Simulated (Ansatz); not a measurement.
The cluster Ge₄⁺. Total charge 1; doublet. Geometry r2SCAN-D4/def2-SVP, basis def2-TZVP, Ansatz.

Cartesian coordinates in Å:
```
Ge 1.352 0.952 -1.445
Ge -1.351 -0.950 1.447
Ge 0.922 -0.679 0.414
Ge -0.922 0.677 -0.416
```

```
run  HOMO (eV)  LUMO (eV)
  A     -10.40     -10.13
  B     -10.50     -10.06
  C     -13.42      -7.12
  D     -11.22      -9.31
  E     -10.63      -9.93
```

LC-ωPBE has ω = 0.4 bohr⁻¹. Another isomer (doublet) lies 0.28 eV lower at PBE0-D4/def2-TZVP; other spin states weren't run for this one.

HOMO and LUMO are taken over both spins.

Q: The runs used B97M-V, LC-ωPBE, PBE, PBE0, r2SCAN. Estimate which is which.

A: A PBE (0 % exact exchange); B B97M-V (0 % exact exchange); C LC-ωPBE (range-separated); D PBE0 (25 % exact exchange); E r2SCAN (0 % exact exchange). Exact exchange lowers occupied and raises empty levels; among semilocal functionals meta-GGAs tend to open the gap a little, and such runs are hard to tell apart. The gap grows from 0.26 eV (PBE) to 6.30 eV (LC-ωPBE).
